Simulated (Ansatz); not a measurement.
`C/N=C\CN` + `N[SiH](S)Cl` → `CN[SiH](S)Cl` + `N=CCN`  (substitution at a C–N bond)

Calculated with Ansatz (gas phase, PBE0-D4/def2-TZVP geometries, no zero-point term in ΔE). CBS: MP2 limit from def2 TZ/QZ plus the TZ coupled-cluster correction, frozen cores. Functionals use def2-TZVPP. B3LYP here is the variant with VWN-RPA as its local correlation; programs differ in this. One conformer a species, not always the lowest.

```json
{"level": "B3LYP-D4", "ΔE (eV)": "-0.03"}
{"level": "PBE", "ΔE (eV)": "0.01"}
{"level": "MP2/CBS(def2)", "ΔE (eV)": "0.00"}
{"level": "CCSD/CBS(def2)", "ΔE (eV)": "-0.01"}
```

Task: What does CCSD(T)/CBS give? (Best estimate.)

Result: Ansatz gave: -0.01 eV. The listed levels differ from it by -0.02, 0.02, 0.01, 0.00 eV.

Largest T1 diagnostic among the species: 0.011.

The D4 term adds −0.03 eV with B3LYP and −0.02 eV with PBE0; it sums over pairs of atoms, weighted by their polarisabilities, and B3LYP, whose exchange is more repulsive, gets the larger term.
